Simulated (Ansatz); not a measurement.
Isolated molecules relaxed with PBE0-D4/def2-TZVP in Ansatz; ΔE leaves out vibrations. CCSD(T)/CBS adds triple-zeta CCSD(T) − MP2 to the extrapolated MP2 energy (def2 sets, frozen cores). This one scheme is used for every species. Functionals use def2-TZVPP. B3LYP here is the variant with VWN-RPA as its local correlation; programs differ in this. For Ga outer-core shells are correlated without core-valence functions, which leaves a few kJ/mol of doubt a bond. Scalar relativity is left out up to krypton. Each species was taken in one conformer, which may not be the lowest.

Reaction (formal exchange of groups at a C–Ga bond): `N=C[CH2][GaH][NH2]` + SiH₄ → `N=CC[SiH3]` + `[NH2][GaH2]`

`N=C[CH2][GaH][NH2]`:

```xyz
12

N    -0.872    0.347   -2.441
C    -1.141   -0.320   -1.397
C    -0.204   -0.891   -0.399
Ga   -0.140    0.269    1.216
N     1.507    0.801    1.754
H     0.140    0.435   -2.560
H    -2.205   -0.471   -1.179
H     0.807   -0.987   -0.804
H    -0.550   -1.874   -0.066
H    -1.378    0.747    2.036
H     1.672    1.394    2.549
H     2.364    0.550    1.290
```

SiH₄:

Cartesian coordinates in Å:
```
Si 0.000 0.000 0.000
H -0.040 -0.305 -1.452
H 0.917 -0.949 0.680
H -1.364 -0.135 0.572
H 0.486 1.388 0.201
```

`N=CC[SiH3]`:

```xyz
11

N     0.926    2.070    0.265
C    -0.043    1.350   -0.111
C     0.005   -0.006   -0.731
Si   -0.399   -1.353    0.534
H     1.819    1.614    0.065
H    -1.048    1.749    0.064
H    -0.733   -0.083   -1.536
H     0.994   -0.211   -1.152
H    -0.452   -2.674   -0.146
H     0.649   -1.380    1.586
H    -1.717   -1.076    1.162
```

`[NH2][GaH2]`:

```xyz
6

N     0.158    0.635    0.693
Ga   -0.142   -0.573   -0.625
H    -0.069    0.481    1.660
H     0.572    1.540    0.544
H    -0.796   -1.927   -0.202
H     0.278   -0.156   -2.070
```

```
             level  ΔE (kJ/mol)  difference from CCSD(T)/CBS
          B3LYP-D4          0.9                         -2.7
           ωB97M-V         -3.3                         -6.9
               PBE         -0.6                         -4.2
            r2SCAN         -1.3                         -4.9
             B3LYP         -0.2                         -3.8
    MP2/def2-TZVPP          4.4                          0.8
   CCSD/def2-TZVPP          2.1                         -1.5
CCSD(T)/def2-TZVPP          2.9                         -0.7
    MP2/def2-QZVPP          4.4                          0.8
    CCSD/CBS(def2)          2.7                         -0.9
       CCSD(T)/CBS          3.6                            0
```

Largest T1 diagnostic among the species: 0.014.

In def2-TZVPP, CCSD(T) changes the Hartree–Fock value by +6.4 kJ/mol (the triples alone add +0.9 kJ/mol) and MP2 by +7.9 kJ/mol.
